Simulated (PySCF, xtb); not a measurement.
Si(F)(vinyl)(OH)2 (C2H5FO2Si), SMILES F[Si](O)(C=C)O.

xtb with GFN2-xTB at its own geometry gives an orbital gap of 4.91 eV and a dipole moment of 1.65 D.

Coordinates come from a B3LYP-D3(BJ)/def2-SVP optimisation. Other conformers were not sampled.

Task: What does PBE/def2-TZVP in PySCF give? (Estimate from the structure and the level; the computed values follow.)

Result: gap 5.43 eV (levels -7.15 and -1.73 eV), dipole 1.20 D.
